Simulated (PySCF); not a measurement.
**Frontier levels across methods**

Species: C₆H₁₀O.
Z-matrix (Å and degrees, PBE0-D3(BJ)/def2-SVP geometry), rows numbered from 1:
```
C 
C   1  1.3354
C   2  1.4937  1  120.75
O   3  1.2114  2  121.53  1    -2.27
C   3  1.5203  2  116.42  1   176.72
C   5  1.5326  3  108.94  2   -71.18
C   5  1.5183  3  111.42  2   164.63
H   1  1.0946  2  119.21  3    -0.31
H   1  1.0926  2  122.15  3   179.48
H   2  1.0949  1  121.14  3  -179.57
H   5  1.1062  3  106.68  2    44.83
H   6  1.1004  5  110.45  3   175.95
H   6  1.1013  5  110.35  3   -64.74
H   6  1.1007  5  112.33  3    55.55
H   7  1.1003  5  110.79  3   179.65
H   7  1.0996  5  111.32  3   -59.57
H   7  1.0998  5  110.35  3    59.31
```

Basis pcSseg-1 throughout (PySCF), one geometry. One conformer (not necessarily the lowest) at the PBE0-D3(BJ)/def2-SVP geometry, without solvent, vibrations or thermal averaging.

**Question.** How do the orbital energies, the gap and the dipole change with the method?

**Answer.** 
| method | kind | HOMO (eV) | LUMO (eV) | gap (eV) | μ (D) | SCF cycles |
| --- | --- | --- | --- | --- | --- | --- |
| BLYP | GGA | -5.53 | -2.46 | 3.07 | 2.53 | 16 |
| B97-D | GGA | -5.66 | -2.52 | 3.14 | 2.56 | 17 |
| BP86 | GGA | -5.76 | -2.72 | 3.05 | 2.54 | 16 |
| LDA | LDA | -5.83 | -2.88 | 2.95 | 2.60 | 16 |
| B97-2 | global hybrid | -6.95 | -1.67 | 5.28 | 2.64 | 15 |
| B3LYP | global hybrid | -6.99 | -1.83 | 5.15 | 2.64 | 15 |
| PBE0 | global hybrid | -7.24 | -1.62 | 5.62 | 2.64 | 14 |
| mPW1PW91 | global hybrid | -7.28 | -1.64 | 5.65 | 2.66 | 14 |
| wB97X-D | range-separated hybrid | -9.18 | 0.19 | 9.37 | 2.68 | 14 |
| LC-wPBE | range-separated hybrid | -10.01 | 0.72 | 10.73 | 2.66 | 14 |

The HOMO spans 4.48 eV, from BLYP down to LC-wPBE, and the gap runs from 2.95 eV (LDA) to 10.73 eV (LC-wPBE). Over the methods BLYP (0 %), B97-D (0 %), BP86 (0 %), LDA (0 %), B97-2 (21 %), B3LYP (20 %), PBE0 (25 %), mPW1PW91 (25 %), a straight line through the gap against the share of exact exchange rises by 1.04 eV for each 10 % (correlation coefficient 0.999). The dipole ranges from 2.53 D (BLYP) to 2.68 D (wB97X-D). This basis has no diffuse functions.

The vertical ΔSCF ionisation energy at B3LYP/def2-SVPD is 9.28 eV; −ε(HOMO) comes closest to it with wB97X-D (9.18 eV).
